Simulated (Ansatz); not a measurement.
Abridged output of a molecular run in Ansatz:

```
Functional definition: HF
1245 factors; integrals over basis functions are off by at most 1.6e-3 eV
mean field evaluation 1: about -20829.5950 eV, gradient 3.0e1 eV
mean field evaluation 2: about -20829.6116 eV, gradient 3.0e1 eV
mean field evaluation 4: about -20832.6777 eV, gradient 2.9e0 eV
mean field evaluation 8: about -20832.7160 eV, gradient 3.5e-4 eV
mean field -20832.71601658 eV, -765.5881926871 hartree, gradient 3.8e-6 eV, S^2 0.000000; 0 other end points of the search recorded, 0 dependent functions left out
12 core orbitals not correlated: weight in the atoms' cores, before any rotation towards them, 1.000 or more for the frozen orbitals, at most 0.000 for the correlated occupied ones
reference -20832.71601658 eV, -765.5881926871 hartree; 19, 19 occupied and 85, 85 virtual orbitals, 1245 factors
second order -17.06446102 eV of doubles, -0.00000000 eV of singles
cycle   1  -18.00555433 eV  change   -9.4e-1 eV  update   9.7e-2
cycle   2  -18.51037710 eV  change   -5.0e-1 eV  update   3.1e-2
cycle   3  -18.60416308 eV  change   -9.4e-2 eV  update   1.4e-2
cycle   4  -18.60263652 eV  change    1.5e-3 eV  update   4.1e-3
cycle   5  -18.60206236 eV  change    5.7e-4 eV  update   1.5e-3
cycle   6  -18.60199832 eV  change    6.4e-5 eV  update   5.2e-4
cycle   7  -18.60192681 eV  change    7.2e-5 eV  update   2.0e-4
cycle   8  -18.60196588 eV  change   -3.9e-5 eV  update   7.6e-5
cycle   9  -18.60196492 eV  change    9.7e-7 eV  update   2.7e-5
perturbative correction -0.60493335 eV, -0.0222308906 hartree
Total energy: -20851.92291484 eV, -766.2940331794 hartree
```

Its atoms:

```xyz
11

C    -1.429    0.534   -1.162
C    -0.888    0.398    0.047
C     0.500    0.763    0.419
In    1.571   -1.111    0.429
Cl    0.843   -2.438    2.235
H    -0.878    0.974   -1.987
H    -2.446    0.220   -1.360
H    -1.487   -0.050    0.838
H     0.565    1.180    1.425
H     0.962    1.443   -0.297
H     2.687   -1.912   -0.587
```

**Question.** Which basis set was used?
A. def2-SVP
B. def2-TZVPP
C. cc-pV(T+d)Z
D. cc-pV(Q+d)Z

**Answer.** A. It gives 116 functions.

**Question.** Write the keys of the input that set method, charge and spin (a neutral closed shell needs none for the last two).

**Answer.** 
```yaml
correlation: {method: ccsd_t}
```
